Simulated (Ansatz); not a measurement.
Cost and result for the atomization energy of C2H3F2NSi (`CC1=N[Si]1(F)F`) (9 atoms, 9 bonds).

```json
{"atom": "C1", "x (Å)": "0.1890", "y (Å)": "1.3630", "z (Å)": "0.6841"}
{"atom": "C2", "x (Å)": "-0.1272", "y (Å)": "0.0563", "z (Å)": "0.0821"}
{"atom": "N3", "x (Å)": "-1.2418", "y (Å)": "-0.6311", "z (Å)": "0.1467"}
{"atom": "Si4", "x (Å)": "-0.0574", "y (Å)": "-1.4524", "z (Å)": "-0.7872"}
{"atom": "F5", "x (Å)": "-0.2199", "y (Å)": "-1.6326", "z (Å)": "-2.3439"}
{"atom": "F6", "x (Å)": "0.6108", "y (Å)": "-2.7850", "z (Å)": "-0.2778"}
{"atom": "H7", "x (Å)": "-0.6736", "y (Å)": "1.7435", "z (Å)": "1.2355"}
{"atom": "H8", "x (Å)": "0.4748", "y (Å)": "2.0732", "z (Å)": "-0.0957"}
{"atom": "H9", "x (Å)": "1.0453", "y (Å)": "1.2651", "z (Å)": "1.3562"}
```

Total charge 0; spin multiplicity 1. The geometry is a stationary point of PBE0-D4/def2-TZVP. Program: Ansatz. All runs use 4 threads of an Arm Neoverse N1 on a shared host. Times are those of one run each, without the atoms' runs, and a repeat can differ threefold. Electronic energies, without spin–orbit coupling; frozen cores. CCSD(T)/CBS adds CCSD(T) − MP2 in def2-TZVPP to the MP2 limit, and its time is that of the two runs behind it. T1 = 0.013. B3LYP takes the VWN-RPA correlation (the form of Gaussian; ORCA's B3LYP/G).

CCSD(T)/CBS is a level of theory with its own doubt, some kJ/mol a heavy atom from the limit and from the frozen cores, so smaller differences don't rank the functionals.

```csv
level,functions,wall time,atomization (kJ/mol),difference from CCSD(T)/CBS,per bond
PBE-D4/def2-TZVPP (with forces),239,3.8 s,3960.2,117.1,13.0
PBE0-D4/def2-TZVPP,239,4.6 s,3847.3,4.2,0.5
B3LYP-D4/def2-TZVPP (with forces),239,7.5 s,3828.1,-15.0,-1.7
r2SCAN-D4/def2-TZVPP (with forces),239,8 s,3850.8,7.7,0.9
B2PLYP/def2-TZVPP,239,9 s,3805.1,-38.0,-4.2
ωB97X-V/def2-TZVPP,239,12 s,3854.1,11.0,1.2
ωB97M-V/def2-TZVPP (with forces),239,18 s,3856.5,13.4,1.5
MP2/def2-QZVPP,445,33 s,3932.5,89.4,9.9
CCSD(T)/def2-TZVPP,239,4.6 min,3720.6,-122.5,-13.6
CCSD(T)/CBS(def2),–,5.2 min,3843.1,0.0,0.0
```

From PBE to PBE0 (25 % exact exchange), in def2-TZVPP and without D4, the atomization energy moves by −109.8 kJ/mol: exact exchange takes away binding that semilocal exchange gives to molecules. The D4 term adds +30.9 kJ/mol with B3LYP and +16.1 kJ/mol with PBE0; it sums over pairs of atoms, weighted by their polarisabilities, and B3LYP, whose exchange is more repulsive, gets the larger term. In def2-TZVPP, CCSD(T) changes the Hartree–Fock value by +1023.3 kJ/mol (the triples alone add +76.4 kJ/mol) and MP2 by +1160.7 kJ/mol; breaking electron pairs costs correlation energy, which Hartree–Fock lacks.
